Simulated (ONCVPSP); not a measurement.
**Pseudopotential generation for Cu (Z = 29): ONCV, PBEsol, scalar-relativistic.**

```json
{
  "Element": "Cu",
  "Generator": "ONCVPSP 4.0.1",
  "Type": "optimised norm-conserving Vanderbilt (ONCV)",
  "Functional": "PBEsol",
  "Relativity": "scalar-relativistic",
  "Frozen core": "[Ar]",
  "Valence charge": "11",
  "Reference configuration": "3d10 4s1",
  "Partial waves": "4s: rc 2.10 bohr, ncon 4, nbas 7, qcut 3.5 1/bohr, 2 projectors, debl 1.5 Ha; p scattering state at 0.03 Ha: rc 2.10 bohr, ncon 3, nbas 6, qcut 3.6 1/bohr, 3 projectors, debl 1.6 Ha; 3d: rc 1.35 bohr, ncon 3, nbas 7, qcut 11.4 1/bohr, 2 projectors, debl 1.9 Ha",
  "Local potential": "polynomial inside 1.00 bohr (lpopt 5, dvloc0 0 Ha)",
  "Core correction": "Teter function, fcfact 6, rcfact 1.1"
}
```

(1) Estimate the cutoffs (Ha) at which the residual kinetic energy of the hardest occupied pseudo-wave falls to 1 and 0.1 mHa per electron.

(2) Does the potential have ghost states?

(3) Which valence shell sets the plane-wave cutoff?

Results:

(1) 52 Ha and 58 Ha.

(2) Ghosts flagged at negative energy: s at -45.2 eV; GHOST(+) flagged for p at 125.0 eV. A true bound ghost makes a file unfit for plane-wave use.

(3) 3d: 52 Ha for 1 mHa per electron, against 5 Ha for 4s.

Its largest configuration-test error is +32 meV (3d9 4s0). 1 of 4 tests not solved or not reliable.
